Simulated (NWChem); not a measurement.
# BiH₃Te; SMILES [TeH][BiH2]

Results from NWChem. All runs use the structure optimised with PBE0/def2-SVP. def2 effective core potentials on Te, Bi; no spin-orbit coupling. B3LYP is NWChem's, with the RPA form of VWN correlation. Static field.

```json
[
 {"level": "PBE/def2-SVPD", "isotropic polarisability (bohr³)": "99.9", "anisotropy (bohr³)": "48.7"},
 {"level": "B3LYP/def2-SVPD", "isotropic polarisability (bohr³)": "99.0", "anisotropy (bohr³)": "49.8"},
 {"level": "Hartree-Fock/def2-SVPD", "isotropic polarisability (bohr³)": "98.3", "anisotropy (bohr³)": "53.3"},
 {"level": "BHandHLYP/def2-SVPD", "isotropic polarisability (bohr³)": "97.7", "anisotropy (bohr³)": "(withheld)"}
]
```

Question: Some entries are withheld; supply them.

Answer: 
- BHandHLYP/def2-SVPD, anisotropy (bohr³): 50.6
